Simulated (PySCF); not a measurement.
**Spinor energies of Ge³⁺ (germanium, charge +3)**

Start: [Ar] 3d9 4s1 4p1; 3d3/2 filled at m_j = -3/2, -1/2, +1/2, +3/2; 3d5/2 filled at m_j = -3/2, -1/2, +1/2, +3/2, +5/2; 4s1/2 filled at m_j = +1/2; 4p3/2 filled at m_j = +3/2. Calculated with PySCF 2.14 in x2c-TZVPall-2c: generalised Hartree-Fock with the X2C-1e Hamiltonian and a Gaussian nucleus; one run each with spin-orbit coupling (SO) switched off, then screened by Boettger's factors. This is a chosen level, not necessarily the ground level.

```
spinor shell  electrons  ε, spin-free (eV)  ε, screened SO (eV)  weight of nominal j (screened SO)  rms radius, screened SO (bohr)
       1s1/2          2           -11228.7             -11228.5                              1.000                          0.0542
       2s1/2          2            -1504.0              -1503.9                              1.000                           0.227
       2p1/2          2            -1315.8              -1338.0                              1.000                           0.201
       3s1/2          2            -248.01              -248.03                              1.000                           0.661
       3p1/2          2            -187.72              -192.19                              0.961                           0.683
       3p3/2          4            -187.72              -185.58                              0.980                           0.693
       3d3/2          4            -90.160              -91.104                              0.818                           0.764
       3d5/2          5            -90.160              -89.498                              0.855                           0.768
       4s1/2          1            -50.821              -50.831                              0.999                            1.93
       4p3/2          1            -39.103              -38.967                              1.000                            2.22
```

(1) Where does 2p3/2 lie, and what is the 2p spin-orbit splitting (screened SO)?

```tsv
quantity	spin-free	screened SO
E (hartree)	-2093.75150	-2093.83232
M_J	9/2	9/2
⟨J²⟩	24.759	24.759
⟨L²⟩	12.009	12.011
⟨S²⟩	3.750	3.752
```

Each row is a mean over spinors that exchange with the open shell spreads, by up to 10.100 eV (3p3/2).

Rows whose weight is well below 1 are mixtures of j = l ± 1/2: exchange outweighs spin-orbit coupling there, and the label is only the starting occupation.

Without spin-orbit coupling the j labels of p, d and f shells carry no meaning; the spin-free column gives the mean over the occupied spinors of each nl shell.

## Answers

(1) At -1305.0 eV, 32.959 eV above 2p1/2.
